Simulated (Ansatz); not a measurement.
`[CH3][Sn-]1[O]C(C(F)(F)F)=CC(C(F)(F)F)=[O+]1` + `[OH][AlH][SH]` → `[OH][Sn-]1[O]C(C(F)(F)F)=CC(C(F)(F)F)=[O+]1` + `[CH3][AlH][SH]`  (redistribution)

Gas-phase electronic energies from Ansatz, PBE0-D4/def2-TZVP geometries. CCSD(T)/CBS is the MP2 limit (def2-TZVPP, def2-QZVPP) plus CCSD(T) − MP2 in def2-TZVPP, frozen cores. This one scheme is used for every species. Elements past krypton have def2 core potentials. For Sn outer-core shells are correlated without core-valence functions, which leaves a few kJ/mol of doubt a bond. Each species was taken in one conformer, which may not be the lowest.

`[CH3][Sn-]1[O]C(C(F)(F)F)=CC(C(F)(F)F)=[O+]1`:

```xyz
19

C    -1.069   -0.309    2.667
Sn    0.303   -1.829    1.914
O     1.542   -0.234    1.012
C     1.295    0.439   -0.013
C     2.276    1.610   -0.210
F     2.216    2.427    0.839
F     3.519    1.146   -0.309
F     2.013    2.324   -1.303
C     0.290    0.252   -0.959
C    -0.597   -0.819   -0.917
C    -1.610   -0.976   -2.065
F    -1.425   -2.143   -2.676
F    -1.507   -0.011   -2.978
F    -2.849   -0.950   -1.578
O    -0.695   -1.723   -0.057
H    -1.239    0.477    1.928
H    -0.660    0.146    3.573
H    -2.029   -0.766    2.920
H     0.229    0.939   -1.787
```

`[OH][AlH][SH]`:

```xyz
6

O     1.288    0.679   -0.407
Al   -0.391    0.537   -0.287
S    -1.353   -1.171    0.681
H     1.931    0.055   -0.079
H    -1.282    1.678   -0.894
H    -0.193   -1.778    0.985
```

`[OH][Sn-]1[O]C(C(F)(F)F)=CC(C(F)(F)F)=[O+]1`:

Z-matrix (Å, degrees):
```
C
F 1 1.332
C 1 1.538 2 112.6
F 1 1.329 2 108.1 3 121.8
F 1 1.333 2 108.0 3 -121.2
C 3 1.389 1 118.6 2 -4.1
O 3 1.254 1 113.0 2 177.5
C 6 1.389 3 122.0 1 -175.0
H 6 1.077 3 118.9 1 2.0
Sn 7 2.188 3 127.3 1 -165.7
C 8 1.538 6 118.6 3 175.0
O 8 1.254 6 128.4 3 -3.2
O 10 1.981 7 87.5 3 64.7
F 11 1.333 8 109.6 6 -116.0
F 11 1.329 8 110.1 6 124.9
F 11 1.332 8 112.6 6 4.2
H 13 0.959 10 116.6 7 139.5
```

`[CH3][AlH][SH]`:

Z-matrix (Å, degrees):
```
C
Al 1 1.943
H 1 1.092 2 112.5
H 1 1.095 2 110.7 3 120.9
H 1 1.095 2 110.8 3 -121.0
S 2 2.188 1 118.2 3 -0.6
H 2 1.585 1 124.4 3 179.4
H 6 1.344 2 93.8 1 -180.0
```

```tsv
species	HF/def2-TZVPP energy (Eh)
`[CH3][Sn-]1[O]C(C(F)(F)F)=CC(C(F)(F)F)=[O+]1`	-1189.71060
`[OH][AlH][SH]`	-716.21875
`[OH][Sn-]1[O]C(C(F)(F)F)=CC(C(F)(F)F)=[O+]1`	-1225.59782
`[CH3][AlH][SH]`	-680.31295
```

(1) Work out ΔE.

Largest T1 diagnostic among the species: 0.016.

## Answers

(1) ΔE = (-1225.59782) + (-680.31295) − (-1189.71060) − (-716.21875) = 0.01858 Eh = +11.7 kcal/mol. CCSD(T)/CBS gives +10.4 kcal/mol.

At CCSD(T), def2-SVP lies +1.7 kcal/mol from the extrapolated value and def2-TZVPP +1.2 kcal/mol. From BLYP to BHLYP (50 % exact exchange), in def2-TZVPP and without D4, ΔE moves by +2.3 kcal/mol.
